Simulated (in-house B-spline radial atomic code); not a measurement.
Binding energies in Ga VIII (Ga7+)

NIST's tabulated ground configuration is [Ar] 3d6; each binding energy is the energy of the ion with one electron taken from that subshell, relaxed, less that of the parent. Method: Dirac-Hartree-Fock, average of configuration, Fermi nucleus of rms radius 3.9973 fm. Calculated with a B-spline radial code for spherical atoms. Energies include first-order Breit, QED and recoil terms.

```
subshell  X-ray name  binding energy (eV)  -ε (eV)  relaxation (eV)
      1s           K              10541.5  10602.1             40.2
      2s          L1               1481.5   1499.3             16.1
   2p1/2          L2               1319.9   1339.6             18.1
   2p3/2          L3               1292.7   1311.6             17.7
      3s          M1                319.2    322.2              2.7
   3p1/2          M2                263.9    266.8              2.7
   3p3/2          M3                259.8    262.6              2.6
      3d        M4,5                173.2    176.0              2.7
```

Relaxation = -ε minus the binding energy without Breit, QED and recoil terms.

Emission lines follow as differences of binding energies, with λ = 12398.42 eV·Å / E:

```json
{"line": "K-L3", "holes": "1s → 2p3/2", "energy (eV)": "9248.8", "wavelength (Å)": "1.3405"}
{"line": "K-L2", "holes": "1s → 2p1/2", "energy (eV)": "9221.6", "wavelength (Å)": "1.3445"}
{"line": "K-M3", "holes": "1s → 3p3/2", "energy (eV)": "10281.7", "wavelength (Å)": "1.2059"}
{"line": "L1-M3", "holes": "2s → 3p3/2", "energy (eV)": "1221.7", "wavelength (Å)": "10.148"}
{"line": "L3-M1", "holes": "2p3/2 → 3s", "energy (eV)": "973.5", "wavelength (Å)": "12.736"}
```

Question: What screening constant σ does Moseley's law, E = (3/4)·13.6057 eV·(Z - σ)², need for K-L3?

Answer: σ = 0.89.

Question: What does it cost to remove both a 2s and a 2p1/2 electron?

Answer: 2878.3 eV, which is 76.96 eV more than the two single binding energies together.

Question: What does it cost to remove both a 1s and a 3d electron?

Answer: 10754 eV, which is 38.89 eV more than the two single binding energies together.

Question: What does it cost to remove two 3d electrons?

Answer: 379.43 eV, which is 32.96 eV more than the two single binding energies together.
